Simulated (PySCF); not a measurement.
SMILES C(C[SiH3])[SiH3], GFN2-xTB optimised geometry.

```
14

Si     2.20    -0.71     0.00
C      0.30    -0.71     0.00
C     -0.29     0.71     0.00
Si    -2.20     0.71     0.00
H      2.68    -0.01    -1.20
H      2.69    -2.08     0.01
H      2.68     0.00     1.19
H     -0.07    -1.25    -0.87
H     -0.07    -1.25     0.87
H      0.08     1.25     0.87
H      0.07     1.25    -0.87
H     -2.68     0.01    -1.19
H     -2.69     2.08     0.01
H     -2.68     0.01     1.20
```

Density from PBE0/def2-TZVP (PySCF 2.14.0) at that geometry.

Minimum of the electron density along straight lines between bonded atoms, close to the bond critical point (lines longer than 1.1 times the sum of covalent radii, or with two minima, are not listed):

```tsv
bond	length / Å	ρ at the minimum / e bohr⁻³	∇²ρ there / e bohr⁻⁵	position (fraction from the first atom)
Si1–C2	1.902	0.117	0.15	0.39
C2–C3	1.530	(withheld)	(withheld)	0.50
C3–Si4	1.902	0.117	0.15	0.61
Si1–H5	1.465	0.123	0.20	0.49
Si1–H6	1.464	0.124	0.20	0.49
Si1–H7	1.465	0.123	0.20	0.49
C2–H8	1.092	0.274	-0.92	0.64
C2–H9	1.092	0.274	-0.92	0.64
C3–H10	1.092	0.274	-0.92	0.64
C3–H11	1.092	0.274	-0.92	0.64
Si4–H12	1.465	0.123	0.20	0.49
Si4–H13	1.464	0.124	0.20	0.49
Si4–H14	1.465	0.123	0.20	0.49
```

Complete the blanks.


- C2–C3, ρ at the minimum / e bohr⁻³: 0.237
- C2–C3, ∇²ρ there / e bohr⁻⁵: -0.55
